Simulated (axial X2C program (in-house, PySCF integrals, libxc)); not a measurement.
GaO⁻: cheaper levels and CCSD(T), with spin–orbit coupling

Computed with an in-house all-electron X2C program for linear molecules (integrals from PySCF). Two-component (2c) means X2C with spin–orbit coupling and atomic mean-field two-electron Coulomb and Gaunt terms. Basis: Ga dyall-acv3z [10s10p8d5f1g], O dyall-av3z [7s6p3d2f] (cores contracted in-house); Gaussian nuclei, density fitting, unrestricted open shells. Masses: Ga 68.926 u, O 15.995 u.

State: Ω = 0 (closed shell); fragments Ga + O- for PBE0, MP2, CCSD, r2SCAN, CCSD(T); Ga- + O for HF.

| level | Re (Å) | ωe (cm⁻¹) | De (eV) |
| --- | --- | --- | --- |
| PBE0 | 1.704 | 821.8 | n/a |
| HF | 1.681 | 901.5 | n/a |
| MP2 | 1.746 | 755.1 | 5.87 |
| CCSD | 1.719 | 819.4 | 5.08 |
| r2SCAN | 1.707 | 811.9 | n/a |

Correlated methods: 10 electrons correlated (number of frozen shells: Ga 3 s, 2 p, 1 d; O 1 s), 290 virtual spin orbitals or spinors in MP2, 90 natural virtuals in coupled cluster.

CCSD(T), same Hamiltonian and basis:

Re = 1.733 Å, ωe = 781.9 cm⁻¹, De = 5.34 eV; T1 = 0.031 (Lee–Taylor normalisation).

Problem. Give the differences from CCSD(T) in the columns below.

Solution. 

| level | ΔRe (Å) | Δωe (cm⁻¹) | ΔDe (eV) |
| --- | --- | --- | --- |
| PBE0 | -0.029 | 40 | n/a |
| HF | -0.052 | 120 | n/a |
| MP2 | 0.013 | -27 | 0.53 |
| CCSD | -0.014 | 38 | -0.26 |
| r2SCAN | -0.026 | 30 | n/a |

Occupations by symmetry block were frozen at the best pattern of an incomplete PBE0 search. Closed shells are restricted here (equal orbitals for both partners); the stretched side of such a curve lies too high. Dissociation energies refer to the lowest single-determinant-based atoms at the same level and basis. De is not given where an atomic determinant may have missed its ground term or J level, or where the truncated virtual space spoils (T). CCSD and (T) use frozen natural virtuals with an MP2 correction for the truncation; (T) itself is uncorrected, so its De runs slightly low. Without a current term, density functionals place determinants with orbital angular momentum somewhat too high. The highest occupied level of some functionals is positive through self-interaction error; at Hartree–Fock it is bound. The T1 diagnostic is large, a sign of multireference character. With the outer-core shells frozen, correlated bond lengths of heavy atoms tend to come out a few hundredths of an ångström too long.
